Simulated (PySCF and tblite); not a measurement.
The numbers below are computed, except where a source is named.
Stationary points of C7H9N at GFN2-xTB, in Å:

Structure A

```
 1 C     4.012    1.220   -0.023
 2 C     3.007    0.594    0.178
 3 C     1.838   -0.154    0.424
 4 C     0.632    0.206   -0.012
 5 C    -0.608   -0.567    0.236
 6 C    -1.802    0.253    0.786
 7 N    -2.521   -0.073   -0.408
 8 C    -1.479   -0.845   -1.014
 9 H     4.888    1.770   -0.201
10 H     1.976   -1.061    1.001
11 H     0.516    1.116   -0.588
12 H    -0.397   -1.463    0.821
13 H    -1.591    1.323    0.927
14 H    -2.236   -0.141    1.716
15 H    -3.442    0.158   -0.714
16 H    -1.716   -1.905   -1.178
17 H    -1.075   -0.430   -1.950
```

Structure B

```
 1 C     4.024    1.200   -0.058
 2 C     3.016    0.578    0.140
 3 C     1.842   -0.163    0.380
 4 C     0.640    0.209   -0.060
 5 C    -0.606   -0.556    0.182
 6 C    -1.818    0.231    0.726
 7 N    -2.667   -0.389   -0.291
 8 C    -1.499   -0.848   -1.044
 9 H     4.904    1.744   -0.231
10 H     1.968   -1.071    0.956
11 H     0.538    1.122   -0.634
12 H    -0.408   -1.455    0.765
13 H    -1.692    1.316    0.632
14 H    -2.133   -0.004    1.745
15 H    -3.306    0.226   -0.781
16 H    -1.575   -1.892   -1.352
17 H    -1.234   -0.235   -1.913
```

Structure C

```
 1 C     4.006    1.226   -0.087
 2 C     3.001    0.600    0.117
 3 C     1.837   -0.152    0.370
 4 C     0.628    0.203   -0.061
 5 C    -0.608   -0.576    0.197
 6 C    -1.793    0.269    0.716
 7 N    -2.389    0.245   -0.620
 8 C    -1.479   -0.815   -1.057
 9 H     4.879    1.778   -0.269
10 H     1.982   -1.058    0.949
11 H     0.497    1.109   -0.637
12 H    -0.391   -1.472    0.782
13 H    -1.551    1.280    1.052
14 H    -2.369   -0.241    1.497
15 H    -3.380    0.040   -0.670
16 H    -1.911   -1.821   -1.090
17 H    -1.008   -0.596   -2.018
```

The path came from a restrained scan, a climbing-image band and a saddle search at GFN2-xTB; energies are PBE0/pcSseg-1 + D3(BJ), IEF-PCM benzene//GFN2-xTB, thermal terms GFN2-xTB.

**Question.** Which structure is a saddle point, and along which motion?

**Answer.** A: one imaginary mode (642i cm⁻¹ at GFN2-xTB, mostly on H15, N7), along the pyramidal inversion at N7.

**Question.** Give their symmetry and energies above the lowest.

**Answer.** A Cs, 5.8 kcal/mol; B Cs, 0.0 kcal/mol; C Cs, 0.3 kcal/mol.
